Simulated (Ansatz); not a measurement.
Cl2OSe, SMILES `O=[Se](Cl)Cl`, relaxed with RKS PBE0-D4/def2-TZVP in the Gaussian-basis code of Ansatz from a GFN2-xTB geometry. The force threshold is 0.005 eV/Å; the program also tests the step.

Total charge 0; spin multiplicity 1.

Start:

```xyz
4

O     0.861    1.002   -0.844
Se    0.641   -0.187    0.150
Cl   -0.739    0.645    1.609
Cl   -0.763   -1.460   -0.915
```

Question: By how much does the energy fall, and how many steps does the optimiser take? (Estimate.)

Answer: Computed: 4.66 kJ/mol, in 7 steps.

Question: Which bonds change most? (An estimate is asked.)

Answer: The calculation gave: O1–Se2 from 1.565 to 1.590 Å; Se2–Cl4 from 2.173 to 2.198 Å; Se2–Cl3 from 2.173 to 2.198 Å.

Question: Give the relaxed structure. (Estimate.)

Answer: Computed: 
```xyz
4

O     0.915    1.034   -0.871
Se    0.636   -0.167    0.134
Cl   -0.763    0.623    1.634
Cl   -0.787   -1.489   -0.897
```
